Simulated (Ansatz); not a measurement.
Ge(CCH)H3 (C₂H₄Ge), 7 atoms. Hardware: 4 threads of Arm Neoverse V1 on a shared host.

Correlated methods freeze 11 core orbitals; core or outer-core shells of Ge are correlated, in sets that lack core-valence functions.

How many basis functions does each of these Ansatz runs have, and roughly what does it cost? PBE0-D4/def2-TZVPD, charge 0 singlet, energy, from earlier orbitals; MP2/def2-TZVP, charge 0 singlet, energy, from earlier orbitals; RPA@PBE/def2-TZVP, charge 0 singlet, energy, from earlier orbitals; PBE0-D4/def2-SVP, charge 0 singlet, energy with a search over starts; r2SCAN-D4/def2-TZVP, charge 0 singlet, energy, from earlier orbitals; PBE-D4/def2-TZVPD, charge 0 singlet, energy, from earlier orbitals; CAM-B3LYP-D4/def2-TZVP, charge 0 singlet, energy, from earlier orbitals; PBE0-D4/def2-TZVP, charge 0 singlet, energy, from earlier orbitals; BHLYP-D4/def2-TZVP, charge 0 singlet, energy, from earlier orbitals; PBE-D4/def2-TZVP, charge 0 singlet, energy and forces, from earlier orbitals; LC-ωPBE (ω = 0.15 bohr⁻¹)/def2-TZVP, charge 0 singlet, energy, from earlier orbitals; LC-ωPBE (ω = 0.10 bohr⁻¹)/def2-TZVP, charge -1 doublet at the geometry of the charge 0 singlet, energy, from earlier orbitals.

Other jobs shared the machine, so times can vary by a factor of up to 3. A dash marks memory too small to be measured apart from the calling script's.

```
                                                                                                                          run  functions  fitting or Cholesky vectors  wall time  peak host memory (GiB)
                                                               MP2/def2-TZVP, charge 0 singlet, energy, from earlier orbitals        134                          917      0.7 s                       –
                                                         PBE0-D4/def2-SVP, charge 0 singlet, energy with a search over starts         80                          811     0.85 s                       –
                                                 PBE-D4/def2-TZVP, charge 0 singlet, energy and forces, from earlier orbitals        134                          894     0.95 s                       –
                                                           PBE0-D4/def2-TZVP, charge 0 singlet, energy, from earlier orbitals        134                          937        1 s                       –
                                         LC-ωPBE (ω = 0.15 bohr⁻¹)/def2-TZVP, charge 0 singlet, energy, from earlier orbitals        134                          894        1 s                       –
                                                          BHLYP-D4/def2-TZVP, charge 0 singlet, energy, from earlier orbitals        134                         1078        1 s                       –
                                                      CAM-B3LYP-D4/def2-TZVP, charge 0 singlet, energy, from earlier orbitals        134                          925      1.1 s                       –
                                                           PBE-D4/def2-TZVPD, charge 0 singlet, energy, from earlier orbitals        164                          925      1.2 s                       –
                                                           RPA@PBE/def2-TZVP, charge 0 singlet, energy, from earlier orbitals        134                          917      1.4 s                       –
                                                         r2SCAN-D4/def2-TZVP, charge 0 singlet, energy, from earlier orbitals        134                          894      1.6 s                       –
                                                          PBE0-D4/def2-TZVPD, charge 0 singlet, energy, from earlier orbitals        164                          978      1.8 s                       –
LC-ωPBE (ω = 0.10 bohr⁻¹)/def2-TZVP, charge -1 doublet at the geometry of the charge 0 singlet, energy, from earlier orbitals        134                          894        7 s                       –
```
